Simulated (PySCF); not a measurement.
pyrazine (C4H4N2), SMILES c1nccnc1. Coordinates come from a PBE-D3(BJ)/def2-SVP optimisation.

### Question
Give the equilibrium geometry at PBE-D3(BJ)/def2-SVP (PySCF confirms it by a frequency run) as bond lengths and angles, and its point group. (Estimate from the structure and the level; the computed values follow.)

### Answer
point group D2h.
Atoms: C1 C2 N3 C4 C5 N6 H7 H8 H9 H10. Bond lengths (Å): C1–C2 1.407, C1–N6 1.342, C1–H7 1.105, C2–N3 1.342, C2–H8 1.105, N3–C4 1.342, C4–C5 1.407, C4–H9 1.105, C5–N6 1.342, C5–H10 1.105. Bond angles (°): C2–C1–N6 122.0, C2–C1–H7 120.7, N6–C1–H7 117.3, C1–C2–N3 122.0, C1–C2–H8 120.7, N3–C2–H8 117.3, C2–N3–C4 116.0, N3–C4–C5 122.0, N3–C4–H9 117.3, C5–C4–H9 120.7, C4–C5–N6 122.0, C4–C5–H10 120.7, N6–C5–H10 117.3, C1–N6–C5 116.0.
